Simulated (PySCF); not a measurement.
Cl5Sb, charge -1, multiplicity 2. Atoms are numbered in the order given.

```xyz
6

Sb     0.0000     0.0000    -0.1471
Cl    -1.7794    -1.7794    -0.4578
Cl    -1.7794     1.7794    -0.4578
Cl     1.7794    -1.7794    -0.4578
Cl     1.7794     1.7794    -0.4578
Cl     0.0000     0.0000     2.2726
```
Charge -1, spin multiplicity 2.

Coordinates come from a B3LYP-D3(BJ)/def2-SVPD optimisation. The multiplicity is an assumed one; other spin states were not compared. The isomer is the one that the SMILES or the coordinates give; other isomers of the formula were not compared. The def2 effective core potentials stand for the cores of Sb; spin–orbit coupling is left out.

These are C-PCM-B3LYP/def2-SVPD (PySCF) values and carry that method's errors.

The values are the electrostatic part of the solvation free energy, E(continuum) − E(gas) at the gas-phase geometry, in a cavity of scaled van der Waals radii (PySCF's table); cavitation and dispersion terms are not included. A continuum can't describe solvent molecules that bind to the metal.

| solvent | ε | ΔG(elec) (kcal/mol) |
|---|---|---|
| water | 78.36 | -43.4 |
| n-hexane | 1.88 | [?] |
| methanol | 32.61 | -42.6 |

**Question.** Complete the blanks. (An estimate is asked for; the answer gives what the named calculation found.)

**Answer.** 
- n-hexane, ΔG(elec) (kcal/mol): -20.5
